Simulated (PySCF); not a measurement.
Se(F)(SMe) (CH₃FSSe), SMILES F[Se]SC.

The structure is a stationary point at PBE-D3(BJ)/def2-SVP. The values are those of a single conformer.

Computed with PBE/def2-TZVP (PySCF).

Computed frontier levels, gap, dipole moment and polarisability:
```yaml
highest_occupied_level: -5.73 eV
lowest_empty_level: -2.83 eV
orbital_gap: 2.89 eV
dipole_moment: 2.81 D
quadrupole, principal values (traceless, Buckingham form, about the centre of nuclear charge): -5.45, -1.86, 7.31 D·Å
mean_static_polarisability: 60.9 bohr³ (9.03 Å³)
polarisability_principal_values: 46.7, 51.1, 84.9 bohr³
```
